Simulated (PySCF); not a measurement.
CH8N2P2Si.
SMILES: `C=N[Si](N)(P)P`

The calculation used PySCF 2.14.0, density-fitted response routines, TDDFT wB97X-D/def2-SVPD, vertical, gas phase, core orbitals frozen in the response. Isolated species at its GFN2-xTB geometry (one conformer only). Torsions of this conformer, `[CH2:1]=[N:2][Si:3]([NH2:4])([PH2:5])[PH2:6]`: C1–N2–Si3–N4 -132°, H–N4–Si3–N2 66°, H–N4–Si3–N2 -153°, H–P5–Si3–N2 34°, H–P5–Si3–N2 -59°, H–P6–Si3–N2 77°, H–P6–Si3–N2 170°.

Computed states:

```
state  E (eV)       f
   S1    4.03  0.0006
   S2    5.69   0.054
   S3    6.18   0.017
   S4    6.37   0.033
   S5    6.44   0.114
   S6    6.51   0.071
   S7    6.70   0.112
   S8    6.80   0.135
```

Broadening: Gaussians 0.4 eV wide at half height, area fixed by f = 4.319×10⁻⁹ ∫ε dν̃. The cross-section is σ = 3.8235×10⁻²¹ ε cm², given in Mb (10⁻¹⁸ cm²). The width is an assumption, not a result. The curve ends short of the highest state used, and states not computed would add to its high-energy end.

**Question.** What does the envelope look like, and where are its maxima?

**Answer.** 
(E (eV), σ (Mb)): (3.43, 0.00), (3.49, 0.00), (3.56, 0.00), (3.62, 0.01), (3.69, 0.02), (3.75, 0.04), (3.82, 0.07), (3.88, 0.11), (3.95, 0.14), (4.01, 0.16), (4.07, 0.16), (4.14, 0.13), (4.20, 0.10), (4.27, 0.06), (4.33, 0.03), (4.40, 0.01), (4.46, 0.01), (4.53, 0.00), (4.59, 0.00), (4.65, 0.00), (4.72, 0.00), (4.78, 0.00), (4.85, 0.00), (4.91, 0.00), (4.98, 0.00), (5.04, 0.01), (5.10, 0.03), (5.17, 0.12), (5.23, 0.33), (5.30, 0.94), (5.36, 2.01), (5.43, 4.15), (5.49, 6.76), (5.56, 10.20), (5.62, 12.70), (5.68, 13.97), (5.75, 13.43), (5.81, 11.55), (5.88, 8.88), (5.94, 7.29), (6.01, 7.41), (6.07, 9.83), (6.14, 15.87), (6.20, 24.00)

Maxima: 308 nm (4.03 eV), ε about 42, made up of S1 (100%); 218 nm (5.70 eV), ε about 3700, made up of S2 (99%) (ε in L mol⁻¹ cm⁻¹; maxima over ε = 5, shares over 10%). At its high-energy end, 6.20 eV, the curve is still rising (ε about 6300, from S3, S4, S5 and S6).

**Question.** On this curve, what absorbance would a 10⁻⁵ mol/L sample give at 280 nm over a 1 cm path?

**Answer.** 280 nm is 4.428 eV, where ε is about 2.7 L mol⁻¹ cm⁻¹, so A = ε c l ≈ 2.7e-05 (Beer–Lambert, with the gas-phase spectrum and the assumed width).

**Question.** What would ε be at 5.70 eV, the highest of these maxima, with half the width (0.2 eV)?

**Answer.** About 7290 L mol⁻¹ cm⁻¹ against 3670, a factor of about 1.98; a lone state at its own centre would give exactly 2.

**Question.** Coming from long wavelengths, where does ε first pass 100 L mol⁻¹ cm⁻¹?

**Answer.** At about 237 nm (5.24 eV), 1.21 eV above S1.
